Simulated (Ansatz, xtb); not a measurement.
Pulling on the P1–P2 bond in H4P2 (SMILES PP) (multiplicity 1 held, fragments rigid). Energies count from the point at 2.250 Å.
Geometry at that point (charge 0, multiplicity 1):
```xyz
6

P     -0.9893    -0.5359     0.0073
P      0.9893     0.5359    -0.0073
H     -1.5276     0.2516    -1.0454
H     -1.5450     0.3115     1.0028
H      1.5450    -0.3115    -1.0028
H      1.5276    -0.2516     1.0454
```

R- and RO- levels are restricted; in cc, def2 and unpolarised 6-31G sets they are followed outwards from rest. U- levels take the lowest unrestricted solution at each point, which mixes spins at long bonds. Active spaces are followed from a long bond inwards. Curves can end on different states.

Correlated levels freeze the cores.

The values were computed with Ansatz (a quantum-chemistry and plane-wave program); xtb for the GFN methods. Values without a source in brackets are computed. The GFN methods have no spin term and hold the electronic entropy of 300 K.

Energies in kcal/mol.

```csv
R (Å),GFN2-xTB,U-SCS-MP2/cc-pV(D+d)Z,R-CCSD(T)/cc-pV(D+d)Z,U-CCSD(T)/cc-pV(D+d)Z,"FIC-MRCISD on CASSCF(2,2)/cc-pV(D+d)Z","FIC-MRCISD+Q on CASSCF(2,2)/cc-pV(D+d)Z"
1.800,46.4,57.0,57.6,57.6,58.2,58.0
2.025,2.3,10.1,10.5,10.5,10.8,10.7
2.250,0.0,0.0,0.0,0.0,0.0,0.0
2.475,10.2,5.2,4.5,4.5,4.1,4.2
2.700,23.6,21.2,14.2,14.6,13.4,13.7
3.038,42.1,41.6,29.3,32.1,27.9,28.3
3.375,55.8,48.4,40.5,44.2,38.5,39.0
3.938,68.1,52.0,48.5,50.5,47.2,47.8
4.501,72.0,53.1,48.5,51.8,49.8,50.6
5.176,72.7,53.5,45.9,52.2,50.7,51.4
6.076,73.0,53.6,43.4,52.4,50.9,51.7
7.201,73.1,53.7,41.9,52.4,50.9,51.7
```

Doubts at one or more of the structures used: a spin-contaminated determinant (U-SCS-MP2/cc-pV(D+d)Z, U-CCSD(T)/cc-pV(D+d)Z); a restricted determinant that unrestricted orbitals would lower (R-CCSD(T)/cc-pV(D+d)Z); other coupled-cluster roots lie near (R-CCSD(T)/cc-pV(D+d)Z); T1 above 0.05 (U-CCSD(T)/cc-pV(D+d)Z).
